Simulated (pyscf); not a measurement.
PySCF, gas phase, ωB97X-D3(BJ)/def2-SVP geometries.

Task: How much does it cost (ΔH, 298 K, ωB97M-D3(BJ)/def2-TZVP) to split HO–Hf(OH)(OH)–O–GeH₃ at its Hf–O bond into [HO–Hf(OH)–OH]• + •O–GeH₃?

Result: Hf–O to [HO–Hf(OH)–OH]• + •O–GeH₃: 541.1 kJ/mol. The 7 functionals that were run give +518.4 (PBE) to +561.0 kJ/mol (ωB97X-D3(BJ)/def2-TZVP). The radicals are drawn with the spin at the cut bond; how far it spreads was not checked. •O–GeH₃ lies 138.3 kJ/mol over its isomer HO–GeH₂• (electronic energy, ωB97M-D3(BJ)/def2-TZVP). Other isomers of [HO–Hf(OH)–OH]• were not searched in full and may lie lower. Open-shell species with a d-block atom are single-reference here; other states, and whether the spin sits on metal or ligand, were not checked. Elements up to Kr have no core potential and no relativistic terms here. Elements past Kr carry the def2 core potentials, without spin-orbit coupling.
